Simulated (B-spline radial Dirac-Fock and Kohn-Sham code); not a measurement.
# Dy⁴⁹⁺: scattering cross sections and density moments

System: dysprosium as Dy⁴⁹⁺, [Ne] 3s2 3p5.

Method: configuration-average Dirac-Fock orbitals. Computed with a radial finite-basis atomic code.

* Sum of ⟨r⟩: 2.176 bohr
* Sum of ⟨r²⟩: 0.4293 bohr²
* Sum of ⟨1/r⟩: 332.23 per bohr
* Langevin diamagnetic susceptibility: -0.340 × 10⁻⁶ cm³/mol
* Lamb shielding (α²/3)Σ⟨1/r⟩: 5897 ppm

Coherent scattering is the Thomson cross section weighted by f₀², without anomalous dispersion; incoherent scattering is Klein-Nishina weighted by S. The Lamb formula is the non-relativistic shielding expression. Electron correlation is left out. A dash stands where the photon energy is too low for the impulse approximation behind that column.

```
hν (keV)  coherent (b)  incoherent (b)  incoherent per electron (b)
       2         191.3               –                            –
       5         186.6               –                            –
  8.0478         178.2               –                            –
      10         171.4               –                            –
 17.4793         139.9           1.635                       0.0962
      20         129.1           1.963                        0.115
     200         6.810           5.769                        0.339
    1000        0.3423           3.509                        0.206
```

Incoherent scattering overtakes coherent scattering between 200 and 1000 keV.
